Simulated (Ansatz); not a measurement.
This geometry of H2O + H6N2Si (12 atoms, charge 0, multiplicity 1) is a first-order saddle point.

Method: RKS revPBE-D4/cc-pVDZ (Ansatz 0.2.0).

```xyz
12
Properties=species:S:1:pos:R:3
Si -0.239 0.053 -0.273
H 0.104 -0.052 1.578
N 1.501 0.155 -0.637
H 1.979 -0.754 -0.587
H 2.045 0.812 -0.063
N -0.803 1.573 -0.882
H -1.660 1.987 -0.515
H -0.146 2.246 -1.278
H -0.514 -1.285 -0.924
O -1.945 -0.091 0.773
H -2.286 -1.006 0.679
H -0.911 -0.137 1.524
```

**Question.** Which two structures does it join? (They come from a converged band through this point; their orientation in space is the band's.)

**Answer.** Bonds broken: Si1–H2, O10–H12. Bonds formed: Si1–O10, H2–H12. H2O + H6N2Si becomes H2 + H6N2OSi.

Image 0:

```xyz
12
Properties=species:S:1:pos:R:3
Si 0.247 0.061 -0.187
H 0.256 0.036 1.345
N 1.874 0.243 -0.869
H 2.332 -0.655 -1.069
H 2.522 0.787 -0.287
N -0.747 1.342 -0.866
H -1.575 1.564 -0.299
H -0.229 2.196 -1.100
H -0.253 -1.300 -0.629
O -2.655 0.087 1.093
H -2.715 -0.725 0.550
H -1.931 -0.138 1.714
```

Image 6:

```xyz
12
Properties=species:S:1:pos:R:3
Si -0.449 0.109 -0.867
H -0.022 -0.306 3.290
N 1.273 0.091 -0.523
H 1.706 -0.837 -0.455
H 1.582 0.654 0.279
N -0.867 1.696 -1.462
H -1.650 2.165 -0.998
H -0.096 2.350 -1.617
H -0.642 -1.023 -1.852
O -1.556 -0.128 0.430
H -1.778 -1.071 0.553
H -0.377 -0.200 2.616
```

**Question.** How far does it lie above each of them?

**Answer.** 1.13 eV above the first and 1.87 eV above the second. This is the barrier of this one path; another mechanism may lie lower. The orbitals stay closed-shell, which can raise the energy where a bond breaks towards radicals; this wasn't checked here.

Time of the run: 55 s on 2 threads of AMD EPYC 9R45 96-Core Processor (Zen 5) (shared host), peak memory 0.16 GiB.
